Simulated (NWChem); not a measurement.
Atomisation of C3H7O

```
C
H 1 1.0965
C 1 1.4833 2 119.44
H 3 1.1010 1 111.91 2 -36.93
H 3 1.1031 4 108.13 1 123.57
H 3 1.1100 4 106.26 5 113.73
C 1 1.4864 2 116.09 3 163.52
O 7 1.4035 1 113.43 2 35.77
H 8 0.9634 7 107.06 1 53.52
H 7 1.1102 8 105.64 9 174.79
H 7 1.1129 10 105.13 8 -118.80
```
Charge 0, spin multiplicity 2.

Everything below was run with NWChem. Structure: optimised with UPBE0/def2-SVP, a minimum by its harmonic frequencies. It is one conformer; others weren't searched.

Basis set: def2-TZVP. The atomisation energy is electronic alone: no zero-point, thermal, spin-orbit or counterpoise terms. No value is extrapolated to the basis-set limit. Free atoms are single determinants with multiplicities C 3, O 3, H 2. Correlated methods freeze the same cores in atoms and molecule, 4 orbitals in all.

Relative cost: rough, from shared machines, SCF included, LDA (SVWN5) = 1. Costs are the molecule's.

B3LYP has NWChem's definition, with VWN1-RPA local correlation. GW and range-separated runs recompute their integrals, the others keep them in memory, which bears on the times. The structure started from a generated list of species. No SCF solution was tested for a lower state. Open-shell Hartree-Fock references start from PBE0 orbitals; any time given for them includes that run.

```csv
method,atomisation energy (kcal/mol),relative cost
LC-wPBE (omega 0.3 per bohr),1006.9,8
PBE0,(withheld),under 3
HF,735.4,3
B3LYP,(withheld),under 3
TPSS,1001.2,under 3
PBE,1016.7,under 3
LDA (SVWN5),1143.4,1
BHandHLYP,966.0,under 3
MP2,(withheld),4
```

Problem. Fill in the missing entries.

Solution. 
- PBE0, atomisation energy (kcal/mol): 1000.5
- B3LYP, atomisation energy (kcal/mol): 992.4
- MP2, atomisation energy (kcal/mol): 970.8
